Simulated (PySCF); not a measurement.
C₆H₁₄Se, SMILES CC(C)[Se]C(C)C.

The structure is a stationary point at B3LYP-D3(BJ)/def2-SVP. One conformer was computed; it need not be the lowest.

Computed with ωB97X/def2-SVP (PySCF).

Isolated molecule, no solvent.

```
Quantity                                                                                                        Result
---------------------------------------------------------------------------------------------  -----------------------
total energy                                                                                       -2638.13599 hartree
highest occupied level                                                                                        -8.13 eV
lowest empty level                                                                                             2.77 eV
orbital gap                                                                                                   10.90 eV
dipole moment                                                                                                   1.56 D
quadrupole, principal values (traceless, Buckingham form, about the centre of nuclear charge)   -3.46, -1.62, 5.08 D·Å
mean static polarisability                                                                       91.2 bohr³ (13.51 Å³)
polarisability, principal values                                                               74.8, 84.6, 114.1 bohr³
```
